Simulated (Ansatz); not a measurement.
Ideal-gas functions of `[SiH3][O][In][SH]` radical at 400 K and 1 bar, from an Ansatz frequency run at PBE0-D4/def2-TZVP.

Molar mass 195.0 g/mol, point group C1 (symmetry number 1), electronic degeneracy 2, moments of inertia 210.334, 349.178, 550.006 u Å². Harmonic wavenumbers (cm⁻¹, unscaled): 78, 90, 140, 152, 270, 287, 355, 540, 632, 706, 848, 930, 949, 1022, 1373, 2190, 2201, 2713.

Use S(trans) = R[1.5 ln M + 2.5 ln T − 1.1517]; rotational temperatures θ = 24.2544 K / I; S(rot) = R[ln(√π/σ · √(T³/θAθBθC)) + 1.5]; for each mode x = 1.438777 ν̃/T, S = R[x/(eˣ − 1) − ln(1 − e⁻ˣ)] and H = RT x/(eˣ − 1); 1 cm⁻¹ = 0.0119627 kJ/mol; R = 8.31446 J/(mol·K).

**Question.** By hand: the entropy, in J/(mol·K).

**Answer.** Translation 180.7. Rotation: θ = 0.1153, 0.0695, 0.0441 K, giving 125.0. Vibration, mode by mode: 18.91, 17.73, 14.11, 13.44, 8.88, 8.41, 6.82, 3.99, 3.07, 2.49, 1.66, 1.31, 1.24, 1.01, 0.36, 0.03, 0.03, 0.01, in all 103.5. Electronic 5.8. Sum 415.0 J/(mol·K).

**Question.** By hand: H − E and G − E in kJ/mol, counted from the electronic energy.

**Answer.** Zero-point energy ½ × 15476 × 0.0119627 = 92.6; thermal vibration 20.7; translation, rotation and pV give 4 RT = 13.3. H − E = 126.6 kJ/mol, and G − E = 126.6 − 400 × 415.0/1000 = -39.4 kJ/mol.

Vibration gives 25 % of the entropy, 50.7 J/(mol·K) of it from the modes under 150 cm⁻¹: soft modes count most, and the harmonic formula is weakest for them. The sum counts one conformer and one mirror image; others add a mixing term.
